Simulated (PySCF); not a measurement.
NMR data simulated for an unnamed compound:

$^{1}$H NMR (400 MHz, computed): δ 5.31 (q, 4H), 4.95 (s, 2H), 0.41 (t, 6H).

$^{13}$C{$^{1}$H} NMR (computed): δ 0.3 (CH3).

PySCF calculation with structure optimised with GFN2-xTB and σ from GIAO-PBE0/pcSseg-1; single conformer, rapidly exchanging positions averaged, gas phase, non-relativistic Hamiltonian.

δ = σ(ref) − σ, references computed at the same level: TMS for $^{1}$H (σref 31.72) and $^{13}$C (σref 186.93).

**Question.** Which of these does the molecule contain: a Si–CH3 group, a three-membered ring, a Si–H bond, a methoxy group, an S-methyl group?

**Answer.** 
- A Si–CH3 group: yes (δC 0.3; δH 0.41 (t)).
- A three-membered ring: no.
- A Si–H bond: yes (δH 5.31 (q)).
- A methoxy group: no.
- An S-methyl group: no.

The data belong to SMILES C[SiH2]O[SiH2]O[SiH2]C, C$_{2}$H$_{12}$O$_{2}$Si$_{3}$; they needn't prove each group on their own.

Carbon signals by region: 1 below 50 ppm.

Shifts are as computed. Against solution values, carbons near 30 ppm lie about +3 ppm off and those near 130 ppm about +5 ppm (rms about the fit 2.1 ppm; single classes can miss by 10 ppm). Of 1328 compounds with measured shifts, 309 miss one by over three times the rms of a fit or turn the order of signals round; such compounds aren't used in these exercises. Signals without a measured value on file couldn't be tested in this way; 1H shifts scatter by 0.2 ppm about their fit, and single ones miss by 0.5 ppm. No couplings were computed; multiplicities are counted from neighbouring protons, with m where these are inequivalent, close in shift, in a saturated or five-membered ring or joined by F or P, and br s for small geminal =CH2 splittings.
